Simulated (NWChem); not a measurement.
The numbers come from NWChem runs, not from measurements. System: H$_{2}$BI, charge 1, spin multiplicity 2, at the geometry of a parent with another charge or spin, in a state set for the comparison that need not be this species' ground state. Its SCF solution wasn't tested for a lower state. Level: PBE/x2c-SVPall-2c, spin-orbit ZORA.

Input file:

```
start mol
memory heap 200 mb stack 900 mb global 1100 mb
charge 1
geometry units angstroms nocenter noautoz noautosym
  B      0.000000     0.000000    -1.849923
  H     -1.071702     0.000000    -2.411340
  H      1.071702     0.000000    -2.411340
  I      0.000000     0.000000     0.265515
end
basis spherical
  * library x2c-svpall-2c
end
relativistic
  zora on
end
dft
  xc xpbe96 cpbe96
  odft
  mult 2
  semidirect memsize 60000000 filesize 0
  iterations 100
  grid fine
end
task sodft energy
```

NWChem printed:

```
             Northwest Computational Chemistry Package (NWChem) 7.3.0
             --------------------------------------------------------

                                NWChem Input Module
                                -------------------

 Scaling coordinates for geometry "geometry" by  1.889725989
 (inverse scale =  0.529177249)

                             Geometry "geometry" -> ""
                             -------------------------

 Output coordinates in angstroms (scale by  1.889725989 to convert to a.u.)

  No.       Tag          Charge          X              Y              Z
 ---- ---------------- ---------- -------------- -------------- --------------
    1 B                    5.0000     0.00000000     0.00000000    -1.84992300
    2 H                    1.0000    -1.07170200     0.00000000    -2.41134000
    3 H                    1.0000     1.07170200     0.00000000    -2.41134000
    4 I                   53.0000     0.00000000     0.00000000     0.26551500

 Effective nuclear repulsion energy (a.u.)      90.3641795259

            Nuclear Dipole moment (a.u.)
            ----------------------------
        X                 Y               Z
 ---------------- ---------------- ----------------
     0.0000000000     0.0000000000     0.0000000000


 Summary of "ao basis" -> "" (spherical)
 ------------------------------------------------------------------------------
       Tag                 Description            Shells   Functions and Types
 ---------------- ------------------------------  ------  ---------------------
 *                       x2c-svpall-2c                on all atoms

  pbe96 is a nonlocal functional; adding pw91lda local functional.

                                 NWChem DFT Module
                                 -----------------

 Summary of "ao basis" -> "ao basis" (spherical)
 ------------------------------------------------------------------------------
       Tag                 Description            Shells   Functions and Types
 ---------------- ------------------------------  ------  ---------------------
 B                       x2c-svpall-2c               6       14   3s2p1d
[...]
    61     0.073015  -0.019396  4 I  d -1              35    -0.057419   0.015253  4 I  py
    56    -0.026962   0.007162  4 I  d -1

 Vector   62  Occ=0.000000D+00  E=-3.438078D-01
              MO Center= -3.1D-12, -3.0D-11, -1.3D-03, r^2= 3.4D-03
  Bfn.         Coefficient        Function           Bfn.         Coefficient        Function
  ----     -------------------  ------------         ----     -------------------  ------------
    79     0.000000  -0.635321  1 B  py                82     0.000000  -0.451314  1 B  py
   121    -0.000000   0.300564  4 I  py               118    -0.000000   0.211881  4 I  py
   112     0.000000  -0.179105  4 I  py               140    -0.000000   0.120589  4 I  d -1
   135     0.000000  -0.073658  4 I  d -1             109    -0.000000   0.062788  4 I  py
   120    -0.029241  -0.000000  4 I  px               130    -0.000000   0.027211  4 I  d -1

   alpha - beta orbital overlaps
   -----------------------------

   alpha      1      2      3      4      5      6      7      8      9     10
    beta      1      2      2      4     44     45      4     44     45     60
 overlap   1.039  0.287  0.054  0.183  0.079  0.163  0.063  0.031  0.020  0.000

   alpha     11     12     13     14     15     16     17     18     19     20
    beta     44     45     63      6     15     15      2     44      2     20
 overlap   0.011  0.015  0.003  0.004  0.159  0.037  0.010  0.002  0.006  0.159

   alpha     21     22     23     24     25     26     27     28     29     30
    beta     20      2     44      2     25     26     27     28     29     29
 overlap   0.037  0.010  0.002  0.006  1.171  1.530  1.850  2.066  1.092  0.212

   alpha     31     32     33     34     35     36     37     38     39     40
    beta     31     32     33     34     35     36     37     38     39     31
 overlap   1.282  1.286  1.286  1.625  1.644  1.639  1.274  1.424  1.399  0.014

   alpha     41     42     43     44     45     46     47     48     49     50
    beta     32     33      4     44     45      4     44     45     37     38
 overlap   0.014  0.014  0.090  0.287  0.248  0.074  0.280  0.206  0.024  0.028

   alpha     51     52     53     54     55     56     57     58     59     60
    beta     39     31     32     33     55     56     57     58     59     60
 overlap   0.027  0.060  0.060  0.059  1.155  1.155  1.155  1.155  1.155  1.133

   alpha     61     62     63     64     65     66     67     68     69     70
    beta     61     62     63     64     60     61     45     63     64     60
 overlap   1.133  1.135  1.133  1.133  0.023  0.021  0.022  0.021  0.023  0.017

   alpha     71     72     73     74
    beta     61     62     63     64
 overlap   0.017  0.017  0.017  0.017

     --------------------------
     Expectation value of S2:
     --------------------------
      <S2> =      0.7658 (Exact =     0.7500)

     Multipole analysis of the density
     ---------------------------------

     L   x y z        total         alpha         beta         nuclear
     -   - - -        -----         -----         ----         -------
     0   0 0 0      1.000000    -29.994556    -29.005444     60.000000

     1   1 0 0     -0.000000     -0.000000     -0.000000      0.000000
     1   0 1 0      0.000000      0.000000      0.000000      0.000000
     1   0 0 1     -0.905134     -0.343186     -0.561947      0.000000

     2   2 0 0    -21.455822    -16.671241    -12.987638      8.203057
     2   1 1 0     -0.000001     -0.000000     -0.000001      0.000000
     2   1 0 1     -0.000001     -0.000000     -0.000001      0.000000
     2   0 2 0    -22.929807    -12.126838    -10.802969      0.000000
     2   0 1 1      0.000000      0.000000      0.000000      0.000000
     2   0 0 2    -16.003334    -68.274211    -63.705157    115.976035

 Task  times  cpu:       14.9s     wall:       14.9s

 Total times  cpu:       14.9s     wall:       14.9s
```
